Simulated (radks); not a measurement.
Values are calculated unless marked as measured or tabulated.
The cerium anion Ce- inside a hard spherical wall (all orbitals vanish at R), configuration held at [Xe] 4f1 5d2 6s2 and not refilled when levels cross. Code: a radial shooting solver on a logarithmic mesh with Libxc functionals. Model: scalar-relativistic Kohn-Sham, PBEsol, spin-polarised, spherical densities, finite nucleus; open shells are filled with parallel spins first (spin-orbit coupling, left out, can overturn this in heavy ions); Fermi nuclear charge, rms radius 4.8771 fm. Eigenvalues in eV for spin up, with the zero of energy where the potential of the charges vanishes at infinity; a dash marks a level that is unbound or too diffuse for the functional's potential to be trusted. A positive occupied level is held by the wall or, in an anion where self-interaction has pushed it up, behind a barrier. The pressure on the wall is -dE/dV.

R (bohr)  E (hartree)  kinetic (hartree)    e(5p)   e(6s)   e(4f)   e(5d)  e(6p, empty)  e(7s, empty)  pressure (GPa)
10         -8856.6988           9385.772  -16.886   1.008   1.052   2.448         3.156         6.630           0.277
8          -8856.6495           9385.968  -15.527   2.165   2.448   3.625         4.873        11.596            1.66
6          -8856.4344           9386.703  -12.438   5.814   5.764   6.586        10.075        25.338            14.2
5          -8856.0722           9387.905   -9.498  10.870   9.137   9.880        17.004        42.148            53.6
3          -8850.5332           9406.895   11.639  65.947  33.645  37.636        83.078        178.53            2350
2.5        -8843.1274           9430.329   32.116  122.93  53.197  64.705        146.18        297.44            8630
2          -8822.5158           9491.166   82.204  253.49  90.815  127.93        285.89        548.90           40400
1.5        -8750.6597           9690.794   241.94  613.40  179.86  309.30        658.47        1186.5          282000
